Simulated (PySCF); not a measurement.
## Working out the ionisation energy of Cu

Cu [Ar] 3d10 4s1 (2S) → Cu⁺ [Ar] 3d10 (1S). Calculation: PySCF 2.14, in x2c-TZVPall (6s5p4d1f, 48 functions); scalar relativity by spin-free X2C-1e. Frozen: [Ar]. Energies in hartree (1 hartree = 27.21139 eV):

```tsv
part	Cu (lower)	Cu⁺ (upper)
UHF	-1653.132680	-1652.890205
CCSD correlation	-0.354863	-0.330034
(T)	-0.012683	-0.008499
```

Question: What does Hartree-Fock give?

Answer: (-1652.890205) − (-1653.132680) = 0.242475 hartree = 6.598 eV.

Question: What do CCSD and CCSD(T) give?

Answer: The CCSD correlation energies differ by 0.024829 hartree = 0.676 eV and the triples by 0.004184 hartree = 0.114 eV, so CCSD gives 7.274 eV and CCSD(T) 7.388 eV.

Measured between the centres of the two terms (NIST): 7.726 eV, so CCSD(T) (valence) is off by -0.338 eV.

What remains against the reference includes basis incompleteness, the frozen core and higher excitations.
